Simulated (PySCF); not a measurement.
**Excitation energy of Bi²⁺ by level of theory**

Bi²⁺ [Xe] 4f14 5d10 6s2 6p1 (2P) → Bi²⁺ [Xe] 4f14 5d10 6s1 6p2 (4P), as a difference of total energies. Calculation: PySCF 2.14, in aug-cc-pVTZ-PP with ECP60MDF (6s5p4d2f, 55 functions); a scalar-relativistic core potential. Correlated levels: valence: 5s2 5p6 5d10 frozen. The calculations carry no spin-orbit coupling.

```json
{"method": "UHF", "excitation energy (eV)": "7.793"}
{"method": "MP2 (valence)", "excitation energy (eV)": "8.374"}
{"method": "SCS-MP2 (valence)", "excitation energy (eV)": "8.594"}
{"method": "CCSD (valence)", "excitation energy (eV)": "8.540"}
{"method": "CCSD(T) (valence)", "excitation energy (eV)": "8.549"}
```

Task: How much does correlation contribute at CCSD(T) (valence)?

Result: 8.549 − (7.793) = 0.756 eV, measured against UHF.

Spin-orbit coupling is strong in these open shells (close to jj coupling). The scalar numbers leave it out and a first-order estimate fails, so it can dominate the gap to the real levels.
